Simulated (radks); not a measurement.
The numbers below are computed, except where a source is named.
Species: the lanthanum ion La27+. Configuration: [Ar] 3d10 4s2.

Code: a radial shooting solver on a logarithmic mesh with Libxc functionals. Model: Dirac Kohn-Sham, BLYP, spin-unpolarised, spherical densities, finite nucleus; Fermi nuclear charge, rms radius 4.855 fm.

Energy parts (hartree):
part                       energy
total                  -8136.9982
kinetic                 8728.6500
electron-nucleus      -18760.7639
Hartree                 2068.8736
exchange-correlation    -173.7578

Orbitals (lengths in bohr, moments of r in powers of bohr):
orbital,occ.,eigenvalue (hartree),<r^4>
1s1/2,2,-1456.474,1.917e-06
2s1/2,2,-259.0846,0.0003146
2p1/2,2,-246.4256,0.0001981
2p3/2,4,-231.1683,0.0002447
3s1/2,2,-79.07853,0.01214
3p1/2,2,-73.76588,0.01118
3p3/2,4,-70.68152,0.01301
3d3/2,4,-61.49366,0.009589
3d5/2,6,-60.81982,0.01005
4s1/2,2,-36.19579,0.1968
4p1/2,0,-34.07162,0.2060
4p3/2,0,-33.14705,0.2296
5s1/2,0,-20.98047,1.639

The highest occupied level is 4s1/2 at -984.94 eV. The electron density at the nucleus is 3.525e+05 e/bohr^3. Summed over all electrons, <r^2> = 2.310 bohr^2, which gives a Langevin (diamagnetic) susceptibility term of -1.83 x 10^-6 cm^3/mol. For comparison, the ionisation energy in NIST's Atomic Spectra Database is 995 eV (theoretical). In exact Kohn-Sham theory the highest level is minus the ionisation energy, but local and semilocal functionals leave it too shallow, through self-interaction and a potential that decays too fast; potentials with the right tail come closer.
